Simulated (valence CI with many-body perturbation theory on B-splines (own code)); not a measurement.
## Energy levels of Xe⁴⁺

Calculated by valence CI with perturbative core correlation (CI+MBPT): four valence electrons over a frozen Dirac-Fock core [Kr] 4d10, a basis of 9 s, 9 p, 8 d, 6 f, 3 g, 1 h functions for each j, with the one-electron correlation potential Σ1, the two-electron term Σ2, the three-electron term Σ3, Breit, model QED; selected CI, second order for the rest, scaled by the run's own slope (own B-spline code, finite nucleus).

Against 32 measured levels this calculation errs by 354 cm⁻¹ on average and by 732 at most. These come from a selection out of Saloman, J. Phys. Chem. Ref. Data 33, 765 (2004). Levels without a partner in it may be off by more. 2 measured levels below the end of the list, from 169673 cm⁻¹ on, found no clear computed partner, and computed levels of the same name lie up to 466 cm⁻¹ from them.

Levels 1 to 35 of 35, with energies above the lowest level, 5s²5p² ³P_0. "Leading %" is the weight of the configuration and term that name the level; weights of strongly mixed levels are sums over their largest components and can fall short, so below about 35 % the name and the second component can differ from the true leading terms, or belong to a minority configuration. In the jj column 3d3/2^4 stands for four electrons in 3d with j = 3/2. Lifetimes count E1, E2, E3, M1 and M2 decay at the calculated energies, and are blank where another channel may lead or the interval is too uncertain; long ones can be off by a factor of two.

| No. | Configuration | Term | J | E (cm⁻¹) | Leading % | Leading jj | Second component | Lifetime |
| --- | --- | --- | --- | --- | --- | --- | --- | --- |
| 1 | 5s²5p² | ³P | 0 | 0.0 | 87 | 5s^2 5p1/2^2 (89 %) | 10 % 5s²5p² ¹S |  |
| 2 | 5s²5p² | ³P | 1 | 9274 | 97 | 5s^2 5p1/2 5p3/2 (97 %) |  | 77.4 ms |
| 3 | 5s²5p² | ³P | 2 | 14136 | 65 | 5s^2 5p1/2 5p3/2 (86 %) | 32 % 5s²5p² ¹D | 872 ms |
| 4 | 5s²5p² | ¹D | 2 | 28441 | 65 | 5s^2 5p3/2^2 (85 %) | 32 % 5s²5p² ³P | 17.2 ms |
| 5 | 5s²5p² | ¹S | 0 | 44568 | 86 | 5s^2 5p3/2^2 (88 %) | 10 % 5s²5p² ³P | 3.96 ms |
| 6 | 5s5p³ | ⁵S° | 2 | 91770 | 93 | 5s 5p1/2 5p3/2^2 (45 %) | 5 % 5s5p³ ³P° | 45.6 ns |
| 7 | 5s5p³ | ³D° | 1 | 115090 | 75 | 5s 5p1/2^2 5p3/2 (50 %) | 10 % 5s5p³ ³P° | 1.80 ns |
| 8 | 5s5p³ | ³D° | 2 | 115880 | 73 | 5s 5p1/2 5p3/2^2 (58 %) | 12 % 5s5p³ ³P° | 2.85 ns |
| 9 | 5s5p³ | ³D° | 3 | 119700 | 88 | 5s 5p1/2 5p3/2^2 (88 %) | 9 % 5s²5p5d ³D° | 3.73 ns |
| 10 | 5s5p³ | ³P° | 0 | 133250 | 90 | 5s 5p1/2 5p3/2^2 (90 %) | 8 % 5s²5p5d ³P° | 986 ps |
| 11 | 5s5p³ | ³P° | 1 | 134440 | 76 | 5s 5p1/2 5p3/2^2 (65 %) | 9 % 5s5p³ ³D° | 793 ps |
| 12 | 5s5p³ | ³P° | 2 | 134590 | 43 | 5s 5p1/2 5p3/2^2 (34 %) | 20 % 5s5p³ ¹D° | 1.17 ns |
| 13 | 5s²5p5d | ¹D° | 2 | 145740 | 30 | 5s 5p3/2^3 (42 %) | 29 % 5s5p³ ¹D° | 1.61 ns |
| 14 | 5s5p³ | ³S° | 1 | 156190 | 64 | 5s 5p1/2 5p3/2^2 (60 %) | 26 % 5s5p³ ¹P° | 75.4 ps |
| 15 | 5s²5p5d | ³F° | 2 | 156600 | 86 | 5s^2 5p1/2 5d3/2 (64 %) | 7 % 5s5p³ ¹D° | 975 ps |
| 16 | 5s²5p5d | ³F° | 3 | 160730 | 89 | 5s^2 5p1/2 5d5/2 (66 %) |  | 808 ps |
| 17 | 5s²5p5d | ³F° | 4 | 169860 | 96 | 5s^2 5p3/2 5d5/2 (96 %) |  | 38.4 ms |
| 18 | 5s5p³ | ¹P° | 1 | 170140 | 34 | 5s 5p3/2^3 (40 %) | 20 % 5s²5p5d ¹P° | 98.0 ps |
| 19 | 5s²5p5d | ³P° | 2 | 171440 | 46 | 5s^2 5p1/2 5d5/2 (75 %) | 23 % 5s²5p5d ³D° | 64.4 ps |
| 20 | 5s²5p5d | ³D° | 1 | 173570 | 54 | 5s^2 5p1/2 5d3/2 (45 %) | 18 % 5s5p³ ¹P° | 52.1 ps |
| 21 | 5s²5p5d | ³D° | 2 | 181500 | 38 | 5s^2 5p3/2 5d3/2 (63 %) | 31 % 5s²5p5d ¹D° | 52.1 ps |
| 22 | 5s²5p5d | ³D° | 3 | 182650 | 75 | 5s^2 5p3/2 5d5/2 (40 %) | 7 % 5s5p³ ³D° | 50.7 ps |
| 23 | 5s²5p5d | ³P° | 0 | 183320 | 88 | 5s^2 5p3/2 5d3/2 (88 %) | 7 % 5s5p³ ³P° | 66.7 ps |
| 24 | 5s²5p5d | ³P° | 1 | 184500 | 64 | 5s^2 5p3/2 5d3/2 (70 %) | 19 % 5s²5p5d ³D° | 61.1 ps |
| 25 | 5s²5p5d | ³P° | 2 | 186240 | 40 | 5s^2 5p3/2 5d5/2 (64 %) | 23 % 5s²5p5d ³D° | 62.7 ps |
| 26 | 4f5s²5p | ³G | 3 | 187420 | 51 | 4f5/2 5s^2 5p1/2 (88 %) | 40 % 4f5s²5p ¹F | 11.0 ns |
| 27 | 4f5s²5p | ³F | 3 | 190350 | 45 | 4f7/2 5s^2 5p1/2 (81 %) | 20 % 4f5s²5p ³D | 6.04 ns |
| 28 | 4f5s²5p | ³G | 4 | 191380 | 51 | 4f7/2 5s^2 5p1/2 (84 %) | 37 % 4f5s²5p ³F | 9.94 ns |
| 29 | 4f5s²5p | ³F | 2 | 192290 | 78 | 4f5/2 5s^2 5p1/2 (78 %) | 10 % 4f5s²5p ³D | 5.08 ns |
| 30 | 5s²5p6s | ³P° | 0 | 194440 | 96 | 5s^2 5p1/2 6s (96 %) |  | 142 ps |
| 31 | 5s²5p6s | ³P° | 1 | 194660 | 56 | 5s^2 5p1/2 6s (83 %) | 27 % 5s²5p6s ¹P° | 101 ps |
| 32 | 5s²5p5d | ¹F° | 3 | 194760 | 84 | 5s^2 5p3/2 5d5/2 (49 %) | 8 % 5s²5p5d ³D° | 46.1 ps |
| 33 | 5s²5p5d | ¹P° | 1 | 200530 | 54 | 5s^2 5p3/2 5d5/2 (49 %) | 22 % 5s²5p6s ³P° | 76.5 ps |
| 34 | 4f5s²5p | ³G | 3 | 200680 | 32 | 4f5/2 5s^2 5p3/2 (81 %) | 31 % 4f5s²5p ¹F | 7.26 ns |
| 35 | 4f5s²5p | ³F | 4 | 202240 | 55 | 4f7/2 5s^2 5p3/2 (59 %) | 40 % 4f5s²5p ³G | 6.74 ns |

Names give the largest LS component (configuration and term), which can be under half, so a name can repeat, a term be missing and a line seem to break the LS rules; names also repeat where a configuration has a term twice.

The ionisation energy to 5s²5p ²P°1/2 of the next ion comes out as 54.775 eV (NIST: 54.1 ± 0.5 eV (semi-empirical)). All 35 levels together are meant to be complete up to 202440 cm⁻¹.
